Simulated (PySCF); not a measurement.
# Correlation energy of Ne⁺ (neon, charge +1)

[He] 2s2 2p5, 2P determinant. All numbers are calculated (PySCF 2.14, no relativity, point nucleus, in cc-pVDZ (3s2p1d, 14 functions)). Frozen: 1s2; 7 electrons correlated.

MP2 pair energies summed by pair of shells (mhartree):

```tsv
pair	energy	share (%)
2p-2p	-86.53	64.6
2s-2p	-40.05	29.9
2s-2s	-7.28	5.4
```

Total MP2 correlation energy: -133.86 mhartree.

Same-spin part -33.62 and opposite-spin part -100.24 mhartree; SCS-MP2 scales them by 1/3 and 6/5 to -131.50 mhartree.

| level | correlation energy (mhartree) |
| --- | --- |
| CCSD | -144.14 |
| (T) | -1.02 |
| CCSD(T) | -145.16 |

Diagnostics: T1 = 0.0031, D1 = 0.0050, largest double amplitude 0.038.

Task: Is a single reference adequate?

Result: Yes: T1 lies below 0.03 and no double amplitude reaches 0.07.
